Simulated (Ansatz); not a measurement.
Reaction (formal exchange of groups at a B–C bond): `CCB1CC1` + `[SiH3]BCl` → `[SiH3]BB1CC1` + `CCCl`

Computed with Ansatz on PBE0-D4/def2-TZVP structures; ΔE is electronic, products minus reactants. CBS: MP2 limit from def2 TZ/QZ plus the TZ coupled-cluster correction, frozen cores. This one scheme is used for every species. Each species was taken in one conformer, which may not be the lowest.

| species | CCSD(T)/CBS(def2) energy (Eh) |
| --- | --- |
| `CCB1CC1` | -182.37925 |
| `[SiH3]BCl` | -776.06195 |
| `[SiH3]BB1CC1` | -419.50391 |
| `CCCl` | -538.89655 |

(1) Work out ΔE.

Largest T1 diagnostic among the species: 0.016.

Results:

(1) ΔE = (-419.50391) + (-538.89655) − (-182.37925) − (-776.06195) = 0.04074 Eh = +107.0 kJ/mol.

From PBE to PBE0 (25 % exact exchange), in def2-TZVPP and without D4, ΔE moves by +11.2 kJ/mol. In def2-TZVPP, CCSD(T) changes the Hartree–Fock value by −11.4 kJ/mol (the triples alone add −3.2 kJ/mol) and MP2 by −4.8 kJ/mol.
